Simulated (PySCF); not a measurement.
**Computed properties of F2H3N2Nb, SMILES [NH]=[Nb]([NH2])([F])[F], multiplicity 1**

Nb(NH)(F)2(NH2) (F2H3N2Nb), SMILES [NH]=[Nb]([NH2])([F])[F], multiplicity 1. Geometry: PBE0-D3(BJ)/def2-SVP. The spin state was assumed, not searched. The def2 effective core potentials stand for the cores of Nb; spin–orbit coupling is left out. One conformer was computed; it need not be the lowest. All values are computed for the isolated molecule unless a solvent is named; none is compared with measurement here.

**Structure.** The optimised structure has Cs symmetry. All 18 harmonic modes at PBE0-D3(BJ)/def2-SVP (PySCF) are real, so it is a minimum. With heavy atoms numbered as in [Nb:1](=[NH:2])([F:4])([F:5])[NH2:6], the shortest bond between them is Nb1–N2 at 1.737 Å and the longest Nb1–N6 at 1.951 Å.

**Vibrations.** The strongest infrared lines (harmonic, unscaled, degenerate partners summed) lie at 537 cm⁻¹ (336 km/mol, H 77 %, N 21 %), 740 cm⁻¹ (210 km/mol, N 55 %, H 22 %, Nb 19 %), 702 cm⁻¹ (180 km/mol, F 73 %, Nb 25 %). The softest mode is at 169 cm⁻¹ and the zero-point energy is 27.5 kcal/mol.

**Electronic structure.** CAM-B3LYP/def2-TZVP (PySCF) places the frontier levels at -9.67 and -0.13 eV, a gap of 9.54 eV, and gives a dipole moment of 2.60 D and a mean polarisability of 50.7 bohr³. PBE/def2-TZVP (PySCF) at the same geometry gives -6.78 and -2.03 eV, so its gap is 4.79 eV narrower. An orbital gap is neither the optical nor the fundamental gap.

**Excitations.** TDDFT-ωB97X/def2-SVPD (PySCF) has S1 at 5.16 eV (240 nm, f = 0.001, dark); the most intense of the 10 singlets computed lies at 6.89 eV (f = 0.16). T1 (TDA) is at 4.67 eV. TDDFT-PBE/def2-SVPD (PySCF) puts S1 at 4.78 eV. No vertical singlet excitation falls in the visible range (under 3.1 eV).
